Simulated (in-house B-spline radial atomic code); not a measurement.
A fraction x of an electron is moved 4p → 4f in Ba4+, starting from [Kr] 4d10 5s2 5p4 and keeping the highest spin. Level of theory: scalar-relativistic (X2C) TPSS, spin-polarised, spherical fractional occupations, Fermi nucleus of rms radius 4.8378 fm; calculated with a radial B-spline atomic code at the basis-set limit.

```tsv
x	E(x) - E(0) (eV)	4p down level (eV)	4f up level (eV)
0	0.0000	-221.422	-
0.125	23.2185	-221.868	-36.109
0.25	?	?	?
0.375	69.6602	-222.695	-36.928
0.5	92.8802	-223.077	-37.326
0.625	116.0977	-223.441	-37.716
0.75	139.3112	-223.787	-38.099
0.875	?	?	?
1	185.7211	-224.429	-38.845
```

What belongs in the row x = 0.25?

An energy change of 46.4391 eV; 4p down at -222.292 eV, 4f up at -36.523 eV.

What belongs in the row x = 0.875?

An energy change of 162.5194 eV; 4p down at -224.116 eV, 4f up at -38.475 eV.

Check Janak's theorem between x = 0.375 and 0.5.

The slope of the energy is 185.76 eV; the orbital levels give 185.76 eV (ε of the receiving orbital less ε of the emptying one, averaged over the two points).
